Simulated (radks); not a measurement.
The numbers below are computed, except where a source is named.
Question: Coulomb parameter of the 3d shell of the chromium ion Cr+ in the model configuration [Ar] 3d3 4p2, as a second difference U = [E(n + 0.25) + E(n - 0.25) - 2 E(n)] / (0.25)^2 with all orbitals relaxed. "Bare": the charge of the atom changes with n. "Screened": the 4p shell takes up the change at fixed total charge, which measures U(3d,3d) + U(4p,4p) - 2 U(3d,4p). Code: a radial shooting solver on a logarithmic mesh with Libxc functionals. Model: scalar-relativistic Kohn-Sham, PBE, spin-unpolarised, spherical densities, point nucleus. Estimate both.

Answer: U(bare) = 14.344 eV, U(screened by 4p) = 5.042 eV, against the Slater integral F0(3d,3d) = 21.960 eV with frozen orbitals.
